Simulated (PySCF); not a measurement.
ClH₂In.
Atom-mapped SMILES: `[Cl:1][InH2:2]` (hydrogens: H3, H4 on In2)

Computed by this run: PySCF 2.14.0, PBE0-D3(BJ)/def2-SVP geometry optimisation, gas phase, def2 core potentials past Kr; density fitting, grid level 1; the optimiser is geomeTRIC in internal coordinates, started from a GFN2-xTB structure with every atom displaced at random (about 0.01 Å).

Step 4: E = -17721.6054 eV
```
atom  x, y, z in Å  |  force x, y, z in eV/Å
Cl1     1.9201   -1.0347   -0.6110    0.003  -0.019   0.023
In2    -0.0819    0.1654   -0.2317   -0.039   0.016  -0.005
H3     -1.4486   -0.8671   -0.1327    0.007   0.017  -0.007
H4      0.1380    1.8641   -0.1197    0.029  -0.014  -0.011
```

Step 5: E = -17721.6055 eV
```
atom  x, y, z in Å  |  force x, y, z in eV/Å
Cl1     1.9093   -1.0287   -0.6128   -0.026  -0.004   0.053
In2    -0.0918    0.1704   -0.2125    0.009   0.016  -0.097
H3     -1.4442   -0.8836   -0.1414    0.016   0.052   0.025
H4      0.1543    1.8696   -0.1283    0.000  -0.063   0.019
```

Step 6: E = -17721.6056 eV
```
atom  x, y, z in Å  |  force x, y, z in eV/Å
Cl1     1.9053   -1.0212   -0.6116   -0.037   0.012   0.039
In2    -0.0998    0.1721   -0.2116    0.044   0.009  -0.097
H3     -1.4440   -0.8912   -0.1419    0.014   0.054   0.031
H4      0.1662    1.8681   -0.1299   -0.021  -0.075   0.026
```

**Question.** Estimate the geometry and energy of step 7. (The exact step hangs on the optimiser's Hessian estimate; all steps are aligned on step 6, rigid shifts and turns removed.)

**Answer.** E = -17721.6067 eV, largest force 0.079 eV/Å
```
atom  x, y, z in Å  |  force x, y, z in eV/Å
Cl1     1.9075   -1.0194   -0.6104   -0.034   0.004   0.028
In2    -0.0999    0.1707   -0.2178    0.042   0.006  -0.066
H3     -1.4459   -0.8884   -0.1390    0.010   0.042   0.021
H4      0.1660    1.8648   -0.1278   -0.018  -0.053   0.018
```

The energy changes by -0.0011 eV. The first-order estimate −F·Δx gives -0.0011 eV and the mean of the old and new forces, exact on a quadratic surface, -0.0009 eV. The step makes an angle of 42° with the force vector and moves no atom by more than 0.006 Å.

The cost below is that of the whole optimisation. On an Intel Xeon Platinum 8175M at 2.50 GHz with one thread, shared host with 32 logical CPUs at a one-minute load of 6.3, this took 19 s wall and 0.28 GiB of memory at its peak.
